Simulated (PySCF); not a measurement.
C₅H₈, SMILES C1=CCCC1.

Geometry: PBE-D3(BJ)/def2-SVP. Other conformers were not sampled.

Method: PBE-D3(BJ)/def2-SVP (PySCF 2.14.0).

Harmonic, unscaled wavenumbers; measured fundamentals usually lie a few per cent lower.

Computed harmonic wavenumbers and intensities:
| mode | ν (cm⁻¹) | IR (km/mol) | moving atoms (share of kinetic energy) |
|---|---|---|---|
| 1 | 157 | 0.3 | H 61 %, C 39 % |
| 2 | 381 | 0.2 | C 54 %, H 46 % |
| 3 | 580 | 11.5 | H 62 %, C 38 % |
| 4 | 689 | 28.0 | H 72 %, C 28 % |
| 5 | 756 | 0.2 | C 86 %, H 14 % |
| 6 | 801 | 0.1 | H 56 %, C 44 % |
| 7 | 863 | 1.2 | H 66 %, C 34 % |
| 8 | 899 | 0.5 | C 68 %, H 32 % |
| 9 | 903 | 11.4 | H 51 %, C 49 % |
| 10 | 934 | 0.2 | H 79 %, C 21 % |
| 11 | 964 | 0.5 | C 62 %, H 38 % |
| 12 | 1016 | 2.6 | H 59 %, C 41 % |
| 13 | 1018 | 5.1 | H 54 %, C 46 % |
| 14 | 1078 | 0.5 | H 89 %, C 11 % |
| 15 | 1098 | 1.6 | H 84 %, C 16 % |
| 16 | 1176 | 1.5 | H 81 %, C 19 % |
| 17 | 1177 | 0.0 | H 63 %, C 37 % |
| 18 | 1243 | 0.9 | H 73 %, C 27 % |
| 19 | 1269 | 0.5 | H 75 %, C 25 % |
| 20 | 1278 | 0.6 | H 50 %, C 50 % |
| 21 | 1329 | 0.7 | H 52 %, C 48 % |
| 22 | 1399 | 1.5 | H 93 % |
| 23 | 1402 | 2.8 | H 91 %, C 9 % |
| 24 | 1423 | 2.5 | H 90 %, C 10 % |
| 25 | 1644 | 1.8 | C 92 %, H 8 % |
| 26 | 2938 | 25.8 | H 94 % |
| 27 | 2939 | 47.5 | H 94 % |
| 28 | 2988 | 11.3 | H 94 % |
| 29 | 3003 | 23.4 | H 91 %, C 9 % |
| 30 | 3008 | 35.5 | H 92 %, C 8 % |
| 31 | 3051 | 25.4 | H 90 %, C 10 % |
| 32 | 3115 | 4.5 | H 92 % |
| 33 | 3139 | 17.4 | H 90 %, C 10 % |
